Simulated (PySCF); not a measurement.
## SeOBr₂: breathing scan

All numbers come from PySCF, PBE, basis Se def2-SVP, O def2-SVP, Br def2-SVP (no relativity, density fitting).

Rigid scan from the singlet minimum (Se–Br 2.436 Å (×2), Se–O 1.626 Å; Br–Se–Br 99.6°, Br–Se–O 107.5° (×2)). Coordinate: all bonds to the central atom scaled together. Energies in kJ/mol from the minimum.

(1) Predict the curve at 0.88, 0.92, 0.96, 1.00, 1.04, 1.08, 1.14, 1.22, 1.35.

## Answers

(1) 
| scale of all bonds to the centre | E (kJ/mol) | dipole size (D) |
| --- | --- | --- |
| 0.88 | 255.0 | 1.54 |
| 0.92 | 97.8 | 1.65 |
| 0.96 | 21.2 | 1.77 |
| 1.00 | 0.0 | 1.89 |
| 1.04 | 16.2 | 2.01 |
| 1.08 | 57.0 | 2.10 |
| 1.14 | 144.7 | 2.19 |
| 1.22 | 282.5 | 2.24 |
| 1.35 | 503.7 | 2.19 |

At long bonds a restricted determinant can lie too high, and another spin state can fall below this curve.
